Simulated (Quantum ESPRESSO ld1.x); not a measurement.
Values are calculated unless marked as measured or tabulated.
Nd2+, configuration [Xe] 4f4.

Code: ld1.x of Quantum ESPRESSO 7.5. Model: Dirac Kohn-Sham, PW91, spin-unpolarised, spherical densities, point nucleus; open shells are shared between the two j in proportion to 2j + 1; speed of light set to 274.072 atomic units (2 times the physical value, a model run).

Energy parts (eV):
total: -254881
kinetic: 259239
electron-nucleus: -607459
Hartree: 99252
exchange-correlation: -5912

Orbitals (lengths in bohr, moments of r in powers of bohr; r(max) is where P^2 peaks; r(90%) holds 90 % of the orbital's charge):
orbital     occ.  eigenvalue (eV)  r(90%)  r(max)   <1/r>
1s1/2          2       -41654.805  0.0444   0.016   60.93
2s1/2          2        -6586.665   0.164   0.091   14.18
2p1/2          2        -6241.185   0.146   0.070   14.19
2p3/2          4        -6122.727   0.148   0.071   13.85
3s1/2          2        -1435.514   0.407   0.255   5.254
3p1/2          2        -1285.348   0.400   0.241   5.185
3p3/2          4        -1261.867   0.404   0.245   5.099
3d3/2          4         -986.351   0.377   0.196   4.983
3d5/2          6         -980.752   0.378   0.197   4.959
4s1/2          2         -292.355   0.907   0.586   2.215
4p1/2          2         -235.510   0.944   0.596   2.118
4p3/2          4         -230.444   0.954   0.600   2.089
4d3/2          4         -131.856    1.06   0.615   1.877
4d5/2          6         -130.864    1.06   0.620   1.869
5s1/2          2          -49.915    2.21    1.38  0.8562
5p1/2          2          -34.868    2.52    1.51  0.7537
5p3/2          4          -34.184    2.55    1.53  0.7435
4f5/2    1.71429          -16.703    1.80   0.650   1.303
4f7/2    2.28571          -16.591    1.81   0.650   1.299

The highest occupied level is 4f7/2 at -16.591 eV. The density falls to 0.001 e/bohr^3 at r = 3.61 bohr.
